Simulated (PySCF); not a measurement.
Krypton: highly charged ions in a basis for the neutral atom

Kr¹⁷⁺ [Ar] 3d1, Kr¹⁸⁺ [Ar]. All numbers are calculated (PySCF 2.14, scalar relativity through the core potential, in cc-pVDZ-PP with ECP10MDF (4s3p2d, 23 functions)). No spin-orbit coupling, so a gap to NIST mixes the basis error with missing relativistic terms.

Changed run: basis of the neutral atom used for a highly charged ion. This setting is unsound on purpose.

```csv
species,method,sound run (hartree),changed run (hartree),converged
Kr¹⁷⁺,UHF,not run,-307.11664,yes
Kr¹⁷⁺,PBE0,not run,-307.46206,yes
Kr¹⁷⁺,B3LYP,not run,-307.50145,yes
Kr¹⁸⁺,UHF,not run,-283.56135,yes
Kr¹⁸⁺,PBE0,not run,-283.82616,yes
Kr¹⁸⁺,B3LYP,not run,-283.84937,yes
```

Ionisation energy of Kr¹⁷⁺:

```json
{"method": "UHF", "changed run (eV)": "640.97", "NIST (eV)": "640 ± 3"}
{"method": "PBE0", "changed run (eV)": "643.17", "NIST (eV)": "640 ± 3"}
{"method": "B3LYP", "changed run (eV)": "643.61", "NIST (eV)": "640 ± 3"}
```

The contracted functions were made for the neutral atom and can be too rigid for a highly charged ion.
